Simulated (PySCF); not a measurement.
## Partial charges of `C#C[Si@@H](F)c1cccs1`

Species: C₆H₅FSSi.
Cartesian coordinates in Å at the GFN2-xTB level; atoms count from 1:
```xyz
14
C6H5FSSi angstrom
C      3.272    1.305   -0.989
C      2.587    0.403   -0.586
Si     1.505   -0.964    0.024
F      1.870   -1.228    1.575
C     -0.281   -0.409    0.012
C     -1.114   -0.195    1.073
C     -2.407    0.228    0.701
C     -2.548    0.335   -0.645
S     -1.107   -0.081   -1.480
H      3.877    2.093   -1.336
H      1.749   -2.226   -0.660
H     -0.801   -0.340    2.092
H     -3.192    0.444    1.403
H     -3.412    0.634   -1.205
```

Density: PBE0/pcSseg-1 (PySCF); schemes: Mulliken, IAO, Hirshfeld and ESP-fitted. The structure is a single GFN2-xTB conformer in the gas phase; no vibrational or solvent corrections.

Task: At which atom do the 4 schemes differ most?

Result: At Si3: from +0.445 (Hirshfeld) to +1.244 e (IAO), 0.799 e apart.

Task: For which atoms does the sign change between the 4 schemes (beyond +0.03 e in one, beyond −0.03 e in another)?

Result: C6. Atomic charges aren't observables, and each scheme defines them in its own way.

Task: Do the Mulliken, IAO, Hirshfeld and ESP-fitted schemes agree on where the charge is lowest?

Result: The schemes don't all agree: Mulliken C5 (-0.596); IAO F4 (-0.532); Hirshfeld F4 (-0.197); ESP-fitted C5 (-0.326).

Task: Give the atomic charges in each scheme.

Result: In e:

```csv
atom,environment,Mulliken,IAO,Hirshfeld,ESP-fitted
C1,terminal alkyne carbon,-0.153,-0.160,-0.066,-0.321
C2,alkyne carbon,-0.197,-0.358,-0.162,-0.173
Si3,fluorine-bound silicon,+1.140,+1.244,+0.445,+0.761
F4,silicon-bound fluorine,-0.418,-0.532,-0.197,-0.312
C5,substituted aromatic carbon,-0.596,-0.475,-0.137,-0.326
C6,aromatic CH carbon,-0.032,-0.157,-0.061,+0.056
C7,aromatic CH carbon,-0.049,-0.184,-0.069,-0.312
C8,aromatic CH next to a ring sulfur,-0.267,-0.308,-0.074,-0.168
S9,thiophene-type sulfur,+0.276,+0.346,+0.109,+0.054
H10,alkyne hydrogen,+0.071,+0.207,+0.103,+0.308
H11,Si–H hydrogen,-0.108,-0.138,-0.066,-0.102
H12,aromatic hydrogen,+0.098,+0.170,+0.058,+0.128
H13,aromatic hydrogen,+0.100,+0.167,+0.059,+0.199
H14,aromatic hydrogen,+0.134,+0.177,+0.058,+0.206
```

Mean size of the charges over all atoms: IAO 0.330 e, Mulliken 0.260 e, ESP-fitted 0.245 e, Hirshfeld 0.119 e. Each set sums to the total charge, 0, to within 0.001 e. The Mulliken scheme gives each basis function's population to the atom it is centred on and halves the overlap population of two atoms between them.

Task: How many electrons does the Hirshfeld scheme count on Si3?

Result: Z − q = 14 − (+0.445) = 13.555.

Task: How closely do the schemes follow one another over all atoms?

Result: Correlation coefficient and root-mean-square difference: IAO with Hirshfeld 0.99, 0.280 e; Mulliken with IAO 0.98, 0.098 e; Mulliken with Hirshfeld 0.95, 0.243 e; Hirshfeld with ESP-fitted 0.92, 0.166 e; IAO with ESP-fitted 0.92, 0.197 e; Mulliken with ESP-fitted 0.89, 0.182 e.
